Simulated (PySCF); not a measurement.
A series of octahedral complexes of Different ions with F ligands

All values are computed with PySCF: state-averaged CASSCF of the d shell with SC-NEVPT2, spin-free X2C, triple-zeta basis on the metal and double-zeta on the ligands, mean-field spin-orbit coupling; model geometries with bond lengths from ionic radii.

| complex | point group | M–L / Å | L–M–L / ° (cis) | solvent |
| --- | --- | --- | --- | --- |
| [AgF6]3- | Oh | 2.05 | 90 | water |
| [MoF6]- | Oh | 1.91 | 90 | water |
| [MnF6]2- | Oh | 1.83 | 90 | water |
| [TiF6]3- | Oh | 1.97 | 90 | water |
| [CrF6]2- | Oh | 1.85 | 90 | water |
| MnF6 | Oh | 1.68 | 90 | none |
| [MnF6]3- | Oh | 1.95 | 90 | water |

For [AgF6]3-, [MoF6]-, MnF6 the d shell alone is too small an active space: their values show what this model gives and aren't sound predictions.

**Question.** Rank by the nephelauxetic ratio at CASSCF level, lowest first.
A. [MnF6]2-
B. [AgF6]3-
C. [CrF6]2-
D. [MnF6]3-

**Answer.** B (0.791), A (0.803), C (0.824), D (0.922).

**Question.** What are the ground states and moments?

**Answer.** 
| complex | shell | ground state (NEVPT2) | total orbital splitting (CASSCF fit) / cm⁻¹ | μeff(300 K) / μB |
| --- | --- | --- | --- | --- |
| [AgF6]3- | d8 | 3A2g | 18027 | 3.12 |
| [MoF6]- | d1 | 2T2g | 35692 | 0.97 |
| [MnF6]2- | d3 | 4A2g | 19342 | 3.84 |
| [TiF6]3- | d1 | 2T2g | 16484 | 1.89 |
| [CrF6]2- | d2 | 3T1g | 19247 | 2.43 |
| MnF6 | d1 | 2T2g | 34564 | 1.41 |
| [MnF6]3- | d4 | 5Eg | 12065 | 4.86 |

In [MnF6]2- the metal orbitals mix much with the ligands', for which an active space of the metal shell alone is small.

The octahedral shape is imposed. Real complexes may take another, with another ground state.
